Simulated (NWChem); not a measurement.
C3H5NO; SMILES C/C=N\C=O

```xyz
10

C     -0.8227    -1.6021     0.1202
C      0.5488    -1.0853    -0.2139
N      0.9950     0.0975    -0.0752
C      0.2463     1.1934     0.3474
O     -0.6473     1.7206    -0.2826
H     -1.4891    -0.8149     0.4781
H     -1.2667    -2.0596    -0.7731
H     -0.7481    -2.3949     0.8759
H      1.2512    -1.8245    -0.6140
H      0.6317     1.6112     1.2982
```
Atoms are numbered in this order, from 1.

Program: NWChem. Medium grid unless said otherwise, to which SCAN and Minnesota functionals are sensitive. The geometry was optimised at B3LYP/6-31G* (spherical d). Total energies of different functionals are on different scales.

```
level                                  energy (Ha)  highest occupied level (eV)  orbital gap (eV)  dipole (D)
-------------------------------------  -----------  ---------------------------  ----------------  ----------
PBE/def2-TZVP                            -247.0822                        -5.91              3.59        3.44
B3LYP/def2-TZVP                          -247.3819                        -7.25              5.77        3.56
LDA (Slater exchange, VWN5)/def2-TZVP    -245.3159                        -6.07              3.50        3.55
r2SCAN/def2-TZVP                         -247.2370                        -6.20              4.09        3.55
M06-2X/def2-TZVP                         -247.2659                            …                 …        3.57
PBE0/def2-TZVP                           -247.0878                        -7.47              6.25        3.56
```

Problem. Fill in the missing entries.

Solution. 
- M06-2X/def2-TZVP, highest occupied level (eV): -8.99
- M06-2X/def2-TZVP, orbital gap (eV): 8.80
